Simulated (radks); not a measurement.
Sr12+, configuration [Ar] 3d8. Method: scalar-relativistic Kohn-Sham, BLYP, spin-polarised, spherical densities, finite nucleus; open shells are filled with parallel spins first (spin-orbit coupling, left out, can overturn this in heavy ions); Fermi nuclear charge, rms radius 4.224 fm; computed with a radial shooting solver on a logarithmic mesh with Libxc functionals. Some entries of the table are withheld. Estimate them.

orbital  occ.  eigenvalue (eV)  <r^2> (bohr^2)
1s up       1        -16228.20        0.002067
1s down     1        -16228.18        0.002067
2s up       1        -2443.512         0.03500
2s down     1        -2440.649         0.03495
2p up       3        -2203.755         0.02758
2p down     3        -2201.604         0.02753
3s up       1        -596.7572          0.2620
3s down     1        -592.7588          0.2630
3p up       3              (1)          0.2672
3p down     3              (2)          0.2685
3d up       5              (3)          0.2531
3d down     3              (4)          0.2555
4s up       0        -241.2092           1.311
4s down     0        -239.9872           1.322
4p up       0        -216.0077           1.447
4p down     0        -214.8927           1.460

Answer. 
(1) 3p up eigenvalue (eV): -518.8235
(2) 3p down eigenvalue (eV): -514.8087
(3) 3d up eigenvalue (eV): -391.9471
(4) 3d down eigenvalue (eV): -387.5334
